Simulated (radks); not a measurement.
Results of a calculation; reference values are marked as such.
Question: The promethium ion Pm9+ is in [Kr] 4d10 4f2 5s2 5p2. Level of theory: non-relativistic Kohn-Sham, PBE, spin-polarised, spherical densities, point nucleus (a radial shooting solver on a logarithmic mesh with Libxc functionals). Open shells are filled with parallel spins first. One electron is removed from 5s, 4f, 4d, 5p in turn, with full relaxation. Which removal costs least, and what does each cost?

Answer: 5p 148.10 eV; 4f 162.21 eV; 5s 163.96 eV; 4d 285.51 eV. The 5p electron leaves first.
